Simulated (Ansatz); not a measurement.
One change: `C[O][Hf]1234([NH2])([N](C)C)[C@H]5[C@@H]1[C@@H]2[C@@H]3[C@H]54` becomes `C[O][Zr]1234([NH2])([N](C)C)[C@H]5[C@@H]1[C@@H]2[C@@H]3[C@H]54`.

Ansatz, PBE0-D4/def2-TZVP geometries, multiplicity 1. Each molecule was computed in one conformer, which needn't be the lowest.

Elements past krypton have def2 core potentials.

| property | `C[O][Hf]1234([NH2])([N](C)C)[C@H]5[C@@H]1[C@@H]2[C@@H]3[C@H]54` |
| --- | --- |
| LUMO energy (B3LYP/def2-TZVPP) / eV | -0.08 |
| LUMO energy (PBE/def2-TZVPP) / eV | -0.76 |
| HOMO energy (PBE0/def2-TZVPP) / eV | -5.70 |
| HOMO energy (PBE/def2-TZVPP) / eV | -4.52 |
| size of the dipole moment (ωB97M-V/def2-TZVPP) / D | 0.70 |
| LUMO energy (ωB97M-V/def2-TZVPP) / eV | 1.43 |

What does the change do to each property? (Estimate.)

The calculation gave: 
| property | `C[O][Zr]1234([NH2])([N](C)C)[C@H]5[C@@H]1[C@@H]2[C@@H]3[C@H]54` | shift |
| --- | --- | --- |
| LUMO energy (B3LYP/def2-TZVPP) / eV | -0.31 | -0.23 |
| LUMO energy (PBE/def2-TZVPP) / eV | -0.98 | -0.22 |
| HOMO energy (PBE0/def2-TZVPP) / eV | -5.72 | -0.02 |
| HOMO energy (PBE/def2-TZVPP) / eV | -4.56 | -0.04 |
| size of the dipole moment (ωB97M-V/def2-TZVPP) / D | 0.62 | -0.08 |
| LUMO energy (ωB97M-V/def2-TZVPP) / eV | 1.22 | -0.21 |

Dipoles are sizes alone; their direction can turn.

B3LYP here is the variant with VWN-RPA as its local correlation; programs differ in this.

Positive LUMOs are unbound, so they and the gaps depend on the basis.
